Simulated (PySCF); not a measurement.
Cl (SMILES [Cl+]), charge +1, triplet. Base run: PySCF with MP2/3-21G.

Input for PySCF:
```python
from pyscf import gto, scf, mp

mol = gto.Mole()
mol.atom = '''
    Cl    0.000000    0.000000    0.000000
'''
mol.basis = '3-21g'
mol.charge = 1
mol.spin = 2
mol.verbose = 4
mol.build()

mf = scf.UHF(mol)
mf.kernel()

pt = mp.MP2(mf, frozen=5)
pt.kernel()
print('E(MP2) = %.10f' % pt.e_tot)
mf.analyze()
```

Each row names what was changed in the base input (with any setting that the change needs).

```json
[
 {"change": "base", "basis functions": "13", "E (Eh)": "-456.85798", "MP2 correlation (Eh)": "-0.01696", "SCF-reference HOMO (eV)": "-23.27"},
 {"change": "basis = STO-3G", "basis functions": "9", "E (Eh)": "-454.12970", "MP2 correlation (Eh)": "0.00000", "SCF-reference HOMO (eV)": "-24.12"},
 {"change": "basis = pc-1", "basis functions": "18", "E (Eh)": "[?]", "MP2 correlation (Eh)": "[?]", "SCF-reference HOMO (eV)": "[?]"},
 {"change": "basis = 6-31G**", "basis functions": "18", "E (Eh)": "-459.09745", "MP2 correlation (Eh)": "-0.08391", "SCF-reference HOMO (eV)": "-23.47"},
 {"change": "basis = 6-31+G*", "basis functions": "[?]", "E (Eh)": "[?]", "MP2 correlation (Eh)": "[?]", "SCF-reference HOMO (eV)": "[?]"},
 {"change": "basis = aug-cc-pVDZ", "basis functions": "27", "E (Eh)": "-459.12892", "MP2 correlation (Eh)": "-0.09085", "SCF-reference HOMO (eV)": "-23.51"},
 {"change": "basis = pc-2", "basis functions": "34", "E (Eh)": "-459.16311", "MP2 correlation (Eh)": "-0.11683", "SCF-reference HOMO (eV)": "-23.66"},
 {"change": "basis = pcseg-2", "basis functions": "34", "E (Eh)": "[?]", "MP2 correlation (Eh)": "[?]", "SCF-reference HOMO (eV)": "-23.64"},
 {"change": "basis = 6-311+G(2d,p)", "basis functions": "[?]", "E (Eh)": "[?]", "MP2 correlation (Eh)": "[?]", "SCF-reference HOMO (eV)": "[?]"},
 {"change": "basis = def2-TZVP", "basis functions": "37", "E (Eh)": "-459.16501", "MP2 correlation (Eh)": "-0.12087", "SCF-reference HOMO (eV)": "-23.64"},
 {"change": "basis = cc-pV(T+d)Z", "basis functions": "39", "E (Eh)": "-459.17687", "MP2 correlation (Eh)": "-0.12397", "SCF-reference HOMO (eV)": "-23.65"},
 {"change": "basis = def2-TZVPP", "basis functions": "42", "E (Eh)": "-459.16802", "MP2 correlation (Eh)": "-0.12381", "SCF-reference HOMO (eV)": "-23.65"},
 {"change": "basis = def2-QZVPP", "basis functions": "70", "E (Eh)": "-459.19353", "MP2 correlation (Eh)": "-0.13630", "SCF-reference HOMO (eV)": "-23.66"}
]
```

Q: Fill in the missing entries.

A: 
- basis = pc-1, E (Eh): -459.10498
- basis = pc-1, MP2 correlation (Eh): -0.08718
- basis = pc-1, SCF-reference HOMO (eV): -23.54
- basis = 6-31+G*, basis functions: 22
- basis = 6-31+G*, E (Eh): -459.09891
- basis = 6-31+G*, MP2 correlation (Eh): -0.08462
- basis = 6-31+G*, SCF-reference HOMO (eV): -23.46
- basis = pcseg-2, E (Eh): -459.16156
- basis = pcseg-2, MP2 correlation (Eh): -0.11682
- basis = 6-311+G(2d,p), basis functions: 35
- basis = 6-311+G(2d,p), E (Eh): -459.14220
- basis = 6-311+G(2d,p), MP2 correlation (Eh): -0.10009
- basis = 6-311+G(2d,p), SCF-reference HOMO (eV): -23.50

Totals compare only among sets that treat the same electrons; sets with core potentials leave the core out.

Open shells are given as the SCF converged; they aren't shown to be the lowest states, and a large step between rows can be another state.
